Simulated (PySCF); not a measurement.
# Germanium: a sound run and one with changed settings

Sound run: Ge⁺ [Ar] 3d10 4s2 4p1, Ge²⁺ [Ar] 3d10 4s2. Computed with PySCF 2.14 in x2c-SVPall, with scalar relativity by spin-free X2C-1e. The sound run starts from symmetry-adapted Hartree-Fock orbitals and uses a fine grid where one is needed.

Changed run: radial step 0.8 in ln r (0.13 in the sound run). This setting is unsound on purpose.

```json
{"species": "Ge⁺", "method": "UHF", "sound run (hartree)": "-2096.41326", "changed run (hartree)": "-2096.41326", "converged": "yes"}
{"species": "Ge⁺", "method": "MN15", "sound run (hartree)": "-2099.33079", "changed run (hartree)": "-2099.16466", "converged": "yes"}
{"species": "Ge⁺", "method": "M06-L", "sound run (hartree)": "-2097.98931", "changed run (hartree)": "-2097.38548", "converged": "yes"}
{"species": "Ge²⁺", "method": "UHF", "sound run (hartree)": "-2095.85338", "changed run (hartree)": "-2095.85338", "converged": "yes"}
{"species": "Ge²⁺", "method": "MN15", "sound run (hartree)": "-2098.74748", "changed run (hartree)": "-2098.57265", "converged": "yes"}
{"species": "Ge²⁺", "method": "M06-L", "sound run (hartree)": "-2097.42078", "changed run (hartree)": "-2096.84161", "converged": "yes"}
```

Ionisation energy of Ge⁺:

| method | sound run (eV) | changed run (eV) |
| --- | --- | --- |
| UHF | 15.235 | 15.235 |
| MN15 | 15.873 | 16.109 |
| M06-L | 15.471 | 14.800 |

A coarse radial grid mis-integrates the density and the exchange-correlation energy, with errors of either sign; Hartree-Fock needs no grid.

For comparison, NIST gives 15.935 eV between the lowest levels.
